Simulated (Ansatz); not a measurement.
The same molecule with X = B, Al, Ga. Ansatz, PBE0-D4/def2-TZVP geometries, multiplicity 1.

Scalar relativity is left out up to krypton.

| X | molecule | mean X–C bond length / Å | mean X–H bond length / Å | mean X–Si bond length / Å | HOMO–LUMO gap (PBE/def2-TZVPP) / eV | LUMO energy (ωB97M-V/def2-TZVPP) / eV | LUMO energy (PBE/def2-TZVPP) / eV |
| --- | --- | --- | --- | --- | --- | --- | --- |
| B | `CC1B[SiH2]1` | 1.483 | 1.189 | 1.895 | 3.57 | 0.59 | -2.22 |
| Ga | `C[CH]1[SiH2][GaH]1` | 2.010 | 1.555 | 2.317 | 2.28 | -0.10 | -2.64 |

(1) Give the row for X = Al, `C[CH]1[AlH][SiH2]1`. (Best estimate.)

Answers

(1) Ansatz gave: 
```tsv
X	molecule	mean X–C bond length / Å	mean X–H bond length / Å	mean X–Si bond length / Å	HOMO–LUMO gap (PBE/def2-TZVPP) / eV	LUMO energy (ωB97M-V/def2-TZVPP) / eV	LUMO energy (PBE/def2-TZVPP) / eV
Al	`C[CH]1[AlH][SiH2]1`	1.950	1.584	2.328	2.58	-0.08	-2.49
```

From B to Ga the mean X–C bond length rises at each step, by 0.527 Å in all; the mean X–H bond length isn't monotonic: highest at Al, lowest at B; the mean X–Si bond length isn't monotonic: highest at Al, lowest at B; the HOMO–LUMO gap (PBE/def2-TZVPP) falls at each step, by 1.29 eV in all; the LUMO energy (ωB97M-V/def2-TZVPP) falls at each step, by 0.69 eV in all; the LUMO energy (PBE/def2-TZVPP) falls at each step, by 0.42 eV in all.
